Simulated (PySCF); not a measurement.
Species: C₅H₆F₂OSi.
Atom-mapped SMILES: `[CH:1]#[C:2]/[CH:3]=[CH:4]\[CH2:5][O:6][SiH:7]([F:8])[F:9]` (hydrogens: H10 on C1; H11 on C3; H12 on C4; H13, H14 on C5; H15 on Si7)

Structure used (GFN2-xTB), in Å, numbered top down from 1:
```xyz
15
C5H6F2OSi angstrom
C     -2.8558   -1.3296    0.0689
C     -2.2162   -0.3192    0.1853
C     -1.4804    0.8722    0.3522
C     -0.3704    1.1693   -0.3207
C      0.2686    0.2689   -1.3277
O      1.6024   -0.0381   -0.9902
Si     2.2879   -0.5007    0.3736
F      2.2710    0.6634    1.4695
F      3.8149   -0.6251   -0.0405
H     -3.4188   -2.2090   -0.0321
H     -1.8863    1.5650    1.0781
H      0.1553    2.0921   -0.1266
H     -0.3014   -0.6621   -1.4226
H      0.3118    0.7631   -2.3058
H      1.8131   -1.7022    1.0056
```

Computed with TDDFT CAM-B3LYP/def2-SVPD, vertical, gas phase, core orbitals frozen in the response (PySCF).

Transition dipole moments from the ground state, in atomic units and in the frame of the coordinates above (overall signs are arbitrary), for the states with f of 0.002 or more among the lowest 7:

| state | E (hartree) | μx | μy | μz |
| --- | --- | --- | --- | --- |
| S1 | 0.2003 | 0.353 | 0.165 | -0.102 |
| S2 | 0.2077 | -1.180 | -0.640 | 0.347 |
| S3 | 0.2316 | 0.133 | -0.004 | 0.007 |
| S4 | 0.2612 | 0.047 | -0.025 | 0.102 |
| S5 | 0.2617 | -0.314 | -0.008 | 0.195 |
| S6 | 0.2715 | 0.422 | 0.151 | -0.155 |
| S7 | 0.2811 | -0.918 | -0.491 | 0.240 |

Q: Work out the oscillator strengths.

A: f = (2/3) ΔE |μ|² with ΔE in hartree (27.2114 eV).

```csv
state,|μ|² (au),|μ| (D),f
S1,0.163,1.03,0.022
S2,1.922,3.52,0.266
S3,0.018,0.34,0.003
S4,0.013,0.29,0.002
S5,0.136,0.94,0.024
S6,0.225,1.21,0.041
S7,1.143,2.72,0.214
```

Q: Which bond between heavy atoms lies closest to the direction of the S2 transition dipole?

A: C3–C4, at 20° from it; next Si7–F9 at 32°.

Q: What angle do the transition dipoles of S1 and S7 make?

A: |cos θ| = |μa·μb| / (|μa| |μb|) = 1.00, so θ ≈ 3° (taken between 0 and 90°, since the signs are arbitrary).

Q: How is the summed strength of these states shared among x, y and z?

A: (2/3) Σ ΔE μα² gives 0.420 for x, 0.110 for y and 0.042 for z, 0.572 in all.

Q: What peak molar absorption coefficient would the strongest computed level give as a lone Gaussian band 0.4 eV wide at half height?

A: ε(max) = 2.175×10⁸ f / FWHM, with the width in cm⁻¹. S2: 2.175×10⁸ × 0.2662 / 3226 ≈ 18000 L mol⁻¹ cm⁻¹.

One conformer stands for the species.
